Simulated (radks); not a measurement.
Results of a calculation; reference values are marked as such.
All-electron atom: Pm50+ in [Ne] 3s1.

Code: a radial shooting solver on a logarithmic mesh with Libxc functionals. Model: non-relativistic Kohn-Sham, PBE, spin-polarised, spherical densities, point nucleus; open shells are filled with parallel spins first (spin-orbit coupling, left out, can overturn this in heavy ions); relativity is left out, which matters for an element this heavy.

Energy parts (Ry):
| part | energy |
|---|---|
| total | -14157.6670 |
| kinetic | 14156.7543 |
| electron-nucleus | -29417.2252 |
| Hartree | 1310.7962 |
| exchange-correlation | -207.9922 |

Orbitals (lengths in bohr, moments of r in powers of bohr; r(90%) holds 90 % of the orbital's charge):
[
 {"orbital": "1s up", "occ.": "1", "eigenvalue (Ry)": "-3395.251", "r(90%)": "0.0442", "<1/r>": "60.49"},
 {"orbital": "1s down", "occ.": "1", "eigenvalue (Ry)": "-3395.041", "r(90%)": "0.0442", "<1/r>": "60.49"},
 {"orbital": "2s up", "occ.": "1", "eigenvalue (Ry)": "-741.9761", "r(90%)": "0.159", "<1/r>": "14.28"},
 {"orbital": "2s down", "occ.": "1", "eigenvalue (Ry)": "-741.6854", "r(90%)": "0.159", "<1/r>": "14.28"},
 {"orbital": "2p up", "occ.": "3", "eigenvalue (Ry)": "-720.6710", "r(90%)": "0.142", "<1/r>": "14.25"},
 {"orbital": "2p down", "occ.": "3", "eigenvalue (Ry)": "-720.4257", "r(90%)": "0.142", "<1/r>": "14.26"},
 {"orbital": "3s up", "occ.": "1", "eigenvalue (Ry)": "-310.7605", "r(90%)": "0.353", "<1/r>": "6.045"},
 {"orbital": "3s down", "occ.": "0", "eigenvalue (Ry)": "-309.3214", "r(90%)": "0.353", "<1/r>": "6.058"}
]

The highest occupied level is 3s up at -4228.1 eV. The electron density at the nucleus is 1.601e+05 e/bohr^3.
